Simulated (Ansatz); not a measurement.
Calculated with Ansatz (gas phase, PBE0-D4/def2-TZVP geometries, no zero-point term in ΔE). CBS: MP2 limit from def2 TZ/QZ plus the TZ coupled-cluster correction, frozen cores. DFT in def2-TZVPP. B3LYP here is the variant with VWN-RPA as its local correlation; programs differ in this. One conformer a species, not always the lowest.

`BCO[SiH3]` + `CCCO` → `BOCCC` + `CO[SiH3]`  (ligand exchange at a B–C bond)

`BCO[SiH3]`:

Z-matrix (Å, degrees):
```
C
O 1 1.414
B 1 1.547 2 115.4
H 1 1.106 2 111.1 3 122.6
H 1 1.106 2 111.1 3 -122.6
Si 2 1.643 1 121.8 3 -179.8
H 3 1.197 1 117.4 2 180.0
H 3 1.194 1 122.2 2 -0.0
H 6 1.491 2 110.8 1 59.7
H 6 1.481 2 106.7 1 179.9
H 6 1.491 2 110.8 1 -59.9
```

`CCCO`:

Cartesian coordinates in Å:
```
C 0.516 0.860 -1.148
C -0.132 -0.320 -0.444
C -0.273 -0.093 1.048
O -0.923 -1.154 1.715
H 1.515 1.061 -0.751
H 0.617 0.679 -2.220
H -0.078 1.769 -1.021
H 0.466 -1.225 -0.613
H -1.124 -0.518 -0.862
H 0.716 0.103 1.490
H -0.886 0.793 1.234
H -0.413 -1.956 1.572
```

`BOCCC`:

```xyz
14

B    -2.418    0.996   -0.423
O    -1.714    0.007    0.141
C    -0.435   -0.381   -0.338
C     0.634   -0.065    0.684
C     2.003   -0.542    0.231
H    -3.479    1.257    0.067
H    -1.981    1.581   -1.380
H    -0.226    0.125   -1.288
H    -0.473   -1.458   -0.525
H     0.360   -0.534    1.634
H     0.647    1.016    0.859
H     2.299   -0.069   -0.709
H     2.767   -0.307    0.974
H     2.015   -1.624    0.075
```

`CO[SiH3]`:

Z-matrix (Å, degrees):
```
C
O 1 1.408
H 1 1.091 2 108.3
H 1 1.096 2 111.5 3 119.2
H 1 1.096 2 111.5 3 -119.2
Si 2 1.642 1 122.4 3 -179.7
H 6 1.481 2 106.5 1 179.8
H 6 1.490 2 110.9 1 59.7
H 6 1.490 2 110.9 1 -60.1
```

**Question.** Is it downhill or uphill in electronic energy at CCSD(T)/CBS, and by how much? (Estimate.)

**Answer.** Ansatz gave: Downhill: ΔE = -1.58 eV.

**Question.** What do these levels give: PBE-D4, PBE, r2SCAN, PBE0, B3LYP, HF/def2-TZVPP, SCS-MP2/def2-TZVPP, CCSD/def2-TZVPP, CCSD(T)/def2-TZVPP, MP2/def2-QZVPP, HF/CBS(def2), MP2/CBS(def2)? (Best estimate.)

**Answer.** Ansatz gave: PBE-D4 -1.54, PBE -1.53, r2SCAN -1.57, PBE0 -1.52, B3LYP -1.60, HF/def2-TZVPP -1.60, SCS-MP2/def2-TZVPP -1.62, CCSD/def2-TZVPP -1.59, CCSD(T)/def2-TZVPP -1.60, MP2/def2-QZVPP -1.61, HF/CBS(def2) -1.61, MP2/CBS(def2) -1.60 eV.

Largest T1 diagnostic among the species: 0.012.
